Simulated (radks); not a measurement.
The numbers below are computed, except where a source is named.
Question: These are the eigenvalues of the occupied orbitals of an atom or ion with whole-number occupations (hartree). Code: a radial shooting solver on a logarithmic mesh with Libxc functionals. Model: scalar-relativistic Kohn-Sham, PBE, spin-unpolarised, spherical densities, finite nucleus; Fermi nuclear charge, rms radius of each element as measured or else 0.836 A^(1/3) + 0.57 fm.

orbital  eigenvalue
1s        -10.59829
2s         -0.94661
2p         -0.62491

Which element is it, and in what charge state? The configuration may be excited.

Answer: Z = 6, carbon, charge +1: C+ in [He] 2s2 2p1. The list shows which subshells hold electrons but not how many an open one holds; the 1s level, -10.598 hartree, gives Z - s = 4.6 by -(Z - s)^2/2, which with screening and relativity narrows Z to a few neighbours, and the depths of the outer levels then fix element, charge and occupations together.
